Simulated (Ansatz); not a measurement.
Cu4N4Cl4H12, relaxed as a singlet with RKS PBE-D4/def2-SVP in Ansatz, starting from the GFN1-xTB geometry. Force threshold 0.03 eV/Å.

The relaxation made no stability test and no search for a lower SCF solution.

Start:

```xyz
24

Cu    1.4067   -1.2210   -0.4312
N     3.0063   -2.6067   -0.9176
Cl   -0.5538   -2.0598    0.7119
Cu   -1.6253   -0.5535   -0.8499
N    -3.4556   -1.1924   -1.8230
Cl    0.2983   -0.0322   -2.2230
Cu    0.4766    1.7562   -0.6025
N     1.0025    3.7418   -1.2986
Cl    1.9122    0.6593    1.0058
Cu   -0.2496    0.0314    1.8907
N    -0.5543    0.0538    4.0380
Cl   -1.6488    1.4450    0.5126
H     2.6965   -3.3115   -1.5684
H     3.7898   -2.1298   -1.3358
H     3.3431   -3.0803   -0.0940
H    -4.0638   -1.6772   -1.1816
H    -3.2607   -1.8187   -2.5885
H    -3.9695   -0.4091   -2.1952
H     0.7025    3.8853   -2.2503
H     1.9986    3.8927   -1.2681
H     0.5697    4.4554   -0.7331
H    -0.8053   -0.8606    4.3802
H    -1.2943    0.6883    4.2947
H     0.2782    0.3436    4.5269
```

(1) Estimate the energy that the relaxation releases and the steps that it takes.

(2) Does the start keep its bonding?

(3) Predict the relaxed structure.

Results:

(1) 62.7 kcal/mol, in 24 steps; 4.3 min on 4 threads of Arm Neoverse V1 on a shared host. The force fell under the threshold at step 22, but the optimiser went on. No frequencies were taken in this run, so the end may be a saddle point.

(2) Bonds lost: Cu1–Cl9, Cl3–Cu10, Cu4–Cl6, Cu7–Cl12 (atoms count from 1). Metal–metal contacts that move far: Cu4–Cu7 3.13 to 2.58 Å, Cu1–Cu10 3.11 to 2.58 Å.

(3) 
Cartesian coordinates in Å:
```
Cu 0.281 -1.576 -0.049
N 2.255 -2.039 -0.122
Cl -1.660 -2.091 0.959
Cu -1.573 0.293 0.039
N -2.561 -0.407 -1.592
Cl 0.419 -1.132 -2.568
Cu 0.586 0.720 -1.305
N 0.284 2.729 -1.321
Cl 2.587 1.145 0.227
Cu 0.709 0.566 1.320
N 0.022 -0.284 3.033
Cl -1.346 2.080 1.383
H 2.461 -2.316 -1.093
H 2.735 -1.132 0.040
H 2.666 -2.740 0.507
H -3.050 -1.264 -1.295
H -1.806 -0.702 -2.241
H -3.226 0.181 -2.110
H -0.109 3.206 -2.142
H 1.187 3.169 -1.094
H -0.344 2.899 -0.511
H -0.587 -1.060 2.706
H -0.595 0.408 3.483
H 0.665 -0.654 3.745
```
Bond lengths (bridged metal pairs left out): 8 × Cl–Cu 2.25 to 2.56 Å; 4 × Cu–N 2.03 Å; 2 × Cu–Cu 2.58 Å; 12 × H–N 1.03 to 1.04 Å.
